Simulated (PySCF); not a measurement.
SMILES C[Si](C)(O)[SiH2][SiH3] (C₂H₁₂OSi₃) (GFN2-xTB optimised geometry):

```
18

Si    -1.080    -2.789     1.252
Si    -1.289    -0.512     1.613
Si    -0.350     0.854     0.000
C     -0.896     2.687     0.000
C      1.561     0.854     0.000
O     -0.899     0.110    -1.358
H     -1.812    -3.254     0.071
H      0.320    -3.182     1.042
H     -1.553    -3.618     2.367
H     -2.711    -0.170     1.808
H     -0.702    -0.173     2.926
H     -1.974     2.768    -0.106
H     -0.444     3.254    -0.811
H     -0.624     3.177     0.929
H      1.947    -0.155    -0.119
H      1.957     1.245     0.932
H      1.974     1.457    -0.806
H     -0.693     0.429    -2.233
```

Calculation: B3LYP/def2-SVP run with PySCF 2.14.0.

**Question.** What are the frontier orbital energies and the dipole moment?

**Answer.** HOMO-2 -8.28 eV, HOMO-1 -7.75 eV, HOMO -7.47 eV, LUMO -0.05 eV, LUMO+1 0.27 eV; dipole moment 2.33 D.

Meta-Löwdin charges at B3LYP/def2-SVP: Si1 0.27, Si2 0.10, Si3 0.91, C4 -0.55, C5 -0.55, O6 -0.72, H7 -0.09, H8 -0.09, H9 -0.09, H10 -0.08, H11 -0.09, H12 0.11, H13 0.10, H14 0.11, H15 0.11, H16 0.11, H17 0.10, H18 0.32.
